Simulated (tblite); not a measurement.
Isomers of C8H13FSi. Computed with GFN2-xTB (tblite): harmonic, unscaled wavenumbers at the GFN2-xTB geometry, gas phase. The method is semi-empirical: single wavenumbers can be off by several per cent or more. Modes of hydrogen on silicon can be 10 to 20 % off. One conformer each.

Electronic energies: GFN2-xTB at the same geometries; isomer energies are rough at this level and their order can be wrong.

| SMILES | electronic energy, lowest = 0 (kcal/mol) |
| --- | --- |
| C#CC[C@@](F)([SiH2]C)C(=C)C | 51.0 |
| CC#C/C(=C\[SiH2]CF)CC | 42.4 |
| CC#C[Si@@H](F)[C@@H](C)C1CC1 | 0.0 |
| C=C(C)[C@@H]1[SiH2]/C(=C\C)[C@H]1F | 27.7 |
| C#CC[C@](F)([SiH2]C)C1CC1 | 48.3 |
| C/C=C1\[SiH2][C@@H](C2CC2)[C@@H]1F | 26.0 |

Question: How do GFN2-xTB zero-point energies change the relative energies?

Answer: 
| SMILES | ZPE (kcal/mol) | of it from modes above 1550 cm⁻¹ | electronic (kcal/mol) | with ZPE, lowest = 0 (kcal/mol) | lowest mode (cm⁻¹) | rings |
| --- | --- | --- | --- | --- | --- | --- |
| CC#C[Si@@H](F)[C@@H](C)C1CC1 | 115.6 | 58.6 | 0.0 | 0.0 | 21 | 1 |
| C/C=C1\[SiH2][C@@H](C2CC2)[C@@H]1F | 115.0 | 56.5 | 26.0 | 25.4 | 37 | 2 |
| C=C(C)[C@@H]1[SiH2]/C(=C\C)[C@H]1F | 113.8 | 58.9 | 27.7 | 25.9 | 29 | 1 |
| CC#C/C(=C\[SiH2]CF)CC | 112.3 | 59.3 | 42.4 | 39.1 | 19i | 0 |
| C#CC[C@](F)([SiH2]C)C1CC1 | 112.7 | 58.1 | 48.3 | 45.3 | 28 | 1 |
| C#CC[C@@](F)([SiH2]C)C(=C)C | 111.5 | 60.4 | 51.0 | 46.9 | 27 | 0 |

The zero-point energies span 4.1 kcal/mol, from `C#CC[C@@](F)([SiH2]C)C(=C)C` to `CC#C[Si@@H](F)[C@@H](C)C1CC1`. Slightly imaginary modes are left out of the zero-point energy: `CC#C/C(=C\[SiH2]CF)CC` 18.5i cm⁻¹. The order is unchanged.

Question: What do entropy and thermal enthalpy add at 298.15 K and 1 bar (rigid rotor, harmonic oscillator, one conformer each)?

Answer: 
```csv
SMILES,point group,symmetry number,S (cal/(mol K)),H − H(0) (kcal/mol),ZPE + H − H(0) − TS (kcal/mol)
C/C=C1\[SiH2][C@@H](C2CC2)[C@@H]1F,C1,1,105.5,7.83,91.4
C=C(C)[C@@H]1[SiH2]/C(=C\C)[C@H]1F,C1,1,109.9,8.39,89.4
C#CC[C@](F)([SiH2]C)C1CC1,C1,1,113.3,8.78,87.7
C#CC[C@@](F)([SiH2]C)C(=C)C,C1,1,116.8,9.28,86.0
```

Not tabulated: `CC#C[Si@@H](F)[C@@H](C)C1CC1` (lowest mode only 21 cm⁻¹); `CC#C/C(=C\[SiH2]CF)CC` (lowest mode only 18i cm⁻¹).
